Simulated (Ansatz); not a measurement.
Si(NCO)H3 (CH₃NOSi). The state is a singlet with charge 0. Geometry r2SCAN-D4/def2-TZVP, basis def2-TZVP, Ansatz.

```xyz
7

Si   -0.252   -0.678    0.735
N     0.143    0.421   -0.506
C     0.452    1.223   -1.334
O     0.751    2.005   -2.151
H     0.990   -1.303    1.243
H    -1.151   -1.718    0.185
H    -0.934    0.050    1.829
```

```csv
run,HOMO (eV),LUMO (eV)
A,-8.71,0.11
B,-7.28,-0.63
C,-8.17,0.03
D,-12.06,2.87
E,-10.08,1.01
F,-7.34,-0.72
```

Q: The runs used CAM-B3LYP, HF, PBE, PBE0, r2SCANh, revPBE. Estimate which is which.

A: A PBE0 (25 % exact exchange); B revPBE (0 % exact exchange); C r2SCANh (10 % exact exchange); D HF (100 % exact exchange); E CAM-B3LYP (range-separated); F PBE (0 % exact exchange). Exact exchange lowers occupied and raises empty levels; among semilocal functionals meta-GGAs tend to open the gap a little, and such runs are hard to tell apart. The gap grows from 6.61 eV (PBE) to 14.93 eV (HF).
